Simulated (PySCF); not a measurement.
A side-by-side comparison of computed properties.

First species: C8H14Si.
Cartesian coordinates in Å at the GFN2-xTB level; atoms count from 1:
```
atom  x, y, z in Å
C1    -1.9103    2.7420   -0.2846
C2    -1.3960    1.7108   -0.6120
C3    -0.7769    0.4547   -0.9418
C4    -1.6636   -0.8032   -0.8455
C5    -0.5637   -1.5046   -0.0337
C6    -0.9922   -2.2138    1.2361
C7     0.1541   -0.1497    0.1437
Si8    2.0213   -0.0622   -0.1742
C9     2.5738    1.7486   -0.0755
H10   -2.3618    3.6510   -0.0191
H11   -0.2839    0.5331   -1.9145
H12   -1.9414   -1.2627   -1.7926
H13   -2.5632   -0.6252   -0.2577
H14    0.0180   -2.1889   -0.6564
H15   -1.6001   -3.0864    1.0031
H16   -0.1186   -2.5405    1.7969
H17   -1.5766   -1.5468    1.8674
H18   -0.1013    0.2768    1.1169
H19    2.7244   -0.8856    0.8181
H20    2.2888   -0.5952   -1.5192
H21    1.9984    2.3752   -0.7514
H22    3.6220    1.8527   -0.3375
H23    2.4440    2.1469    0.9266
```

Second species: C6H9NOSi.
Atom-mapped SMILES: `[N:1]#[C:2][CH2:3][C@H:4]1[CH2:5][SiH2:6][CH:7]=[CH:8][O:9]1` (hydrogens: H10, H11 on C3; H12 on C4; H13, H14 on C5; H15, H16 on Si6; H17 on C7; H18 on C8)

Levels: PBE0/pcSseg-1 for HOMO energy, LUMO energy and HOMO–LUMO gap. Geometries: GFN2-xTB. Each species is one conformer at its optimised geometry, gas phase, non-relativistic unless stated; the electronic structure was computed with PySCF and density fitting.

Dipoles, sizes and rotational constants follow the conformer. The torsions of the flexible species, by atom-mapped SMILES:
- `[CH:1]#[C:2][C@@H:3]1[CH2:4][C@H:5]([CH3:6])[C@H:7]1[SiH2:8][CH3:9]`: C5–C7–Si8–C9 173°

The conformers of `N#CC[C@H]1C[SiH2]C=CO1` aren't listed.

Values for the first species:

```
HOMO energy   : -7.43 eV
LUMO energy   : 0.81 eV
HOMO–LUMO gap : 8.24 eV
```

(1) Estimate the same properties for the second species, and the change in each.

Results:

(1) 
```json
{"property": "HOMO energy", "first": "-7.43 eV", "second": "-7.18 eV", "second less first": "+0.25 eV"}
{"property": "LUMO energy", "first": "0.81 eV", "second": "-0.09 eV", "second less first": "-0.90 eV"}
{"property": "HOMO–LUMO gap", "first": "8.24 eV", "second": "7.09 eV", "second less first": "-1.15 eV"}
```

